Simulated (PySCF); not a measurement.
# How methods differ on the ionisation energy of Co+

Co+ [Ar] 3d8 [3d3/2^4 3d5/2^4, M_J = 4] → Co(2+) [Ar] 3d7 [3d3/2^4 3d5/2^3, M_J = 9/2], as a difference of total energies. Calculation: PySCF 2.14, in x2c-TZVPPall-2c (6s7p4d2f1g, 70 functions); the two-component X2C-1e Hamiltonian. Correlated levels: [Ne] frozen; the 6 highest virtual spinors dropped. "Screened" scales the spin-orbit matrix elements by Boettger's factors to mimic the two-electron term; Breit and QED terms are absent.

| method | ionisation energy (eV) |
| --- | --- |
| GHF (spin-free) | 14.230 |
| GMP2 (spin-free) | 17.523 |
| GHF (screened spin-orbit) | 14.215 |
| GMP2 (screened spin-orbit) | 17.510 |

Question: How much does correlation contribute at GMP2 (screened spin-orbit)?

Answer: 17.510 − (14.215) = 3.295 eV, measured against GHF (screened spin-orbit).

Errors of the correlated levels include the incompleteness of this basis and the frozen core.

The labels give the starting determinants; with spin-orbit coupling the two ends relaxed to ⟨J²⟩ = 20.02, ⟨L²⟩ = 12.01, ⟨S²⟩ = 2.01 and ⟨J²⟩ = 24.76, ⟨L²⟩ = 12.02, ⟨S²⟩ = 3.75.

For comparison: 17.084 eV (measured; NIST Atomic Spectra Database, ionization energies).
